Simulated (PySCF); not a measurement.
# Single point on ZnSe

State: ¹Σ⁺ (singlet), closed shell.

An equivalent input (the run itself took its basis sets from the Basis Set Exchange, started from a PBE0 density and held the occupation σ 14α 14β, πx 7α 7β, πy 7α 7β, δx 2α 2β, δy 2α 2β):

```python
from pyscf import gto, scf, cc
mol = gto.M(atom='Zn 0 0 0; Se 0 0 2.185', basis={'Zn': 'def2-TZVPP', 'Se': 'def2-TZVPP'},
            charge=0, spin=0, verbose=4, symmetry='C2v')
mf = scf.RHF(mol)
mf.irrep_nelec = {'A1': 32, 'A2': 4, 'B1': 14, 'B2': 14}
mf.conv_tol = 1e-9
mf.max_cycle = 60
mf.diis_space = 10
mf.kernel()
mycc = cc.CCSD(mf, frozen=[0, 1, 2, 3, 4, 5, 6, 7, 8, 9, 10, 11, 12, 13])
mycc.run(conv_tol=1e-7, conv_tol_normt=1e-5, max_cycle=80, diis_space=8)
et = mycc.ccsd_t()
```

The SCF ended at -4177.62546806 hartree. The coupled-cluster part of the log:

```
******** <class 'pyscf.cc.ccsd.CCSD'> ********
CC2 = 0
CCSD nocc = 18, nmo = 98
frozen orbitals [0, 1, 2, 3, 4, 5, 6, 7, 8, 9, 10, 11, 12, 13]
max_cycle = 80
direct = 0
conv_tol = 1e-07
conv_tol_normt = 1e-05
diis_space = 8
diis_start_cycle = 0
diis_start_energy_diff = 1e+09
Init t2, MP2 energy = -4178.71452163055  E_corr(MP2) -1.08905356820091
Init E_corr(CCSD) = -1.08905356820785
cycle = 1  E_corr(CCSD) = -0.960509061202106  dE = 0.128544507  norm(t1,t2) = 0.105178
cycle = 2  E_corr(CCSD) = -1.02049524425517  dE = -0.0599861831  norm(t1,t2) = 0.0520414
cycle = 3  E_corr(CCSD) = -1.0080225713336  dE = 0.0124726729  norm(t1,t2) = 0.0375084
cycle = 4  E_corr(CCSD) = -1.00675203759698  dE = 0.00127053374  norm(t1,t2) = 0.00977537
cycle = 5  E_corr(CCSD) = -1.00846760640849  dE = -0.00171556881  norm(t1,t2) = 0.00319356
cycle = 6  E_corr(CCSD) = -1.00861643831625  dE = -0.000148831908  norm(t1,t2) = 0.0010736
cycle = 7  E_corr(CCSD) = -1.0083562694322  dE = 0.000260168884  norm(t1,t2) = 0.00062166
cycle = 8  E_corr(CCSD) = -1.00834657219705  dE = 9.69723515e-06  norm(t1,t2) = 0.000283041
cycle = 9  E_corr(CCSD) = -1.00840682514462  dE = -6.02529476e-05  norm(t1,t2) = 0.000121232
cycle = 10  E_corr(CCSD) = -1.00840484300422  dE = 1.9821404e-06  norm(t1,t2) = 3.4622e-05
cycle = 11  E_corr(CCSD) = -1.00840346346225  dE = 1.37954197e-06  norm(t1,t2) = 1.34204e-05
cycle = 12  E_corr(CCSD) = -1.00840401126851  dE = -5.47806258e-07  norm(t1,t2) = 7.25715e-06
cycle = 13  E_corr(CCSD) = -1.00840361682147  dE = 3.94447043e-07  norm(t1,t2) = 2.35433e-06
cycle = 14  E_corr(CCSD) = -1.00840385659605  dE = -2.39774587e-07  norm(t1,t2) = 1.21857e-06
cycle = 15  E_corr(CCSD) = -1.00840396559319  dE = -1.08997137e-07  norm(t1,t2) = 5.69844e-07
cycle = 16  E_corr(CCSD) = -1.0084038909738  dE = 7.46193949e-08  norm(t1,t2) = 1.69488e-07
CCSD converged
E(CCSD) = -4178.633871953321  E_corr = -1.008403890973797
CCSD(T) correction = -0.0312166372899183
```

T1 diagnostic 0.017, D1 0.069, 36 electrons correlated.

Repeating this along the bond gives Re = 2.194 Å and ωe = 321 cm⁻¹.

A point of this curve took 240 CPU seconds beside 2.6 for the integrals, on Arm Neoverse N1 (shared host).

Correlated steps freeze 14 core orbitals.
